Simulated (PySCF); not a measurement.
CsS and its ions

UHF-CCSD(T); PySCF, scalar-relativistic core potentials, basis sets Cs def2-SVPD with ECP46, S def2-SVPD. Neutral (UHF): doublet (π ↑), Re = 3.216 Å, ωe = 185 cm⁻¹, De = 2.40 eV.

CsS⁺ (UHF): triplet (π ↑↑), Re = 3.827 Å, ωe = 77.1 cm⁻¹, De = 0.26 eV to Cs⁺ + S. The energies at the minima are -417.47126 hartree for CsS and -417.25382 for CsS⁺.

**Question.** Work out the adiabatic ionisation energy, without and with harmonic zero-point energies (1 hartree = 27.2114 eV, 1 eV = 8065.5 cm⁻¹), and the change of the bond length.

**Answer.** At UHF-CCSD(T): 0.21744 hartree = 5.917 eV between the minima; the zero-point term (77.1 − 185.0)/2 cm⁻¹ = -0.007 eV makes it 5.910 eV. Re changes by +61.1 pm against the neutral. The electron leaves a π orbital, and the ion is left as a loose complex of an ion and an atom.

Correlated steps freeze 5 core orbitals. Weak bonds: CsS⁺. Basis-set superposition, not corrected here, can be much of De in a small basis, most of all at correlated wavefunction levels. These are scalar-relativistic numbers at best; spin–orbit coupling would shift them, the dissociation energy most. For an ion De counts to the pair picked by the measured ionisation energies or electron affinities, which need not be the lowest pair at this level. States were picked by a PBE0 search and need not be the measured ground states.
